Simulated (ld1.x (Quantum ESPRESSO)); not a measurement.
## What the settings do to the ultrasoft potential of sulfur

Base potential:

- Element: sulfur (S)
- Generator: ld1.x (Quantum ESPRESSO) 7.5
- Type: ultrasoft
- Functional: PBE
- Relativity: scalar-relativistic
- Frozen core: [He]
- Valence charge: 14
- Reference configuration: 2s2 2p6 3s2 3p3.75 (charge +0.25)
- Partial waves: 2s (bound): rcut 0.65, rcutus 0.80 bohr; 3s (bound): rcut 0.65, rcutus 0.80 bohr; 2p (bound): rcut 0.65, rcutus 0.80 bohr; 3p (bound): rcut 0.65, rcutus 0.80 bohr
- Local potential: all-electron potential smoothed inside 0.65 bohr (lloc = -2)
- Core correction: none
- Augmentation charge: PSQ, inside the norm-conserving radii

Cutoffs, loose and tight: the cutoffs (Ry, on a coarse ladder) from which the occupation-weighted sum of valence levels, in a spherical-Bessel basis at the reference potential, stays within 10 and 1 mRy of its value at 400 Ry. They do not see the model core or the augmentation charge, which bear on the density cutoff. Test errors are all-electron minus pseudo excitation energies from the reference, over the configurations 2s2 2p6 3s2 3p4; 2s2 2p6 3s2 3p3; 2s2 2p6 3s2 3p2; 2s2 2p6 3s1 3p5; 2s2 2p5 3s2 3p4; 2s2 2p6 3s2 3p4.3; 2s1 2p6 3s2 3p4. A dash means not determined; rows that change the core or the reference have their own tests. The largest error is taken over the tests solved by every variant that gives reliable tests at all: 2s2 2p5 3s2 3p4; 2s2 2p6 3s1 3p5; 2s2 2p6 3s2 3p2; 2s2 2p6 3s2 3p3; 2s2 2p6 3s2 3p4; 2s2 2p6 3s2 3p4.3.

```csv
change,outcome,"cutoff, loose","cutoff, tight",bound ghosts,largest test error (meV)
base,generated,230 Ry,over 300 Ry,none,-564
"all radii scaled by about 0.92 (s 0.74, p 0.74 bohr, rcut 0.60/0.60); local potential all-electron potential smoothed inside 0.60 bohr (lloc = -2)",failed: find_q: problem finding q,–,–,–,–
"all radii scaled by about 1.12 (s 0.90, p 0.90 bohr, rcut 0.72/0.72); local potential all-electron potential smoothed inside 0.72 bohr (lloc = -2)",generated,230 Ry,over 300 Ry,none,test run stopped at test 1 of 7 (negative rho)
```

Task: What comes out with this change to the base: all radii scaled by about 1.25 (s 1.00, p 1.00 bohr, rcut 0.82/0.82); local potential all-electron potential smoothed inside 0.82 bohr (lloc = -2)?

Result: outcome: generated; cutoff, loose: 120 Ry; cutoff, tight: 200 Ry; bound ghosts: none; largest test error (meV): +276.

Task: What comes out with this change to the base: all radii scaled by about 0.80 (s 0.64, p 0.64 bohr, rcut 0.52/0.52); local potential all-electron potential smoothed inside 0.52 bohr (lloc = -2)?

Result: outcome: generated; cutoff, loose: 300 Ry; cutoff, tight: over 300 Ry; bound ghosts: none; largest test error (meV): +122.

Task: What comes out with this change to the base: all radii scaled by about 1.38 (s 1.10, p 1.10 bohr, rcut 0.88/0.88); local potential all-electron potential smoothed inside 0.88 bohr (lloc = -2)?

Result: outcome: failed: chargeps: negative rho. Cause: the pseudo-density turned negative during the self-consistent test, most likely because a state had been found with a wrong node count and its wave set to zero before.

Reading the sweep of the scale of all radii (base = 1) (base included, trends over the rows without a ghost): The loose cutoff falls from 300 Ry at 0.8 to 120 Ry at 1.25. A larger radius leaves more room for a smooth pseudo-wave, so fewer plane waves are needed; a smaller one forces it to follow the all-electron wave where it bends sharply. The generation fails at 0.92, 1.38.
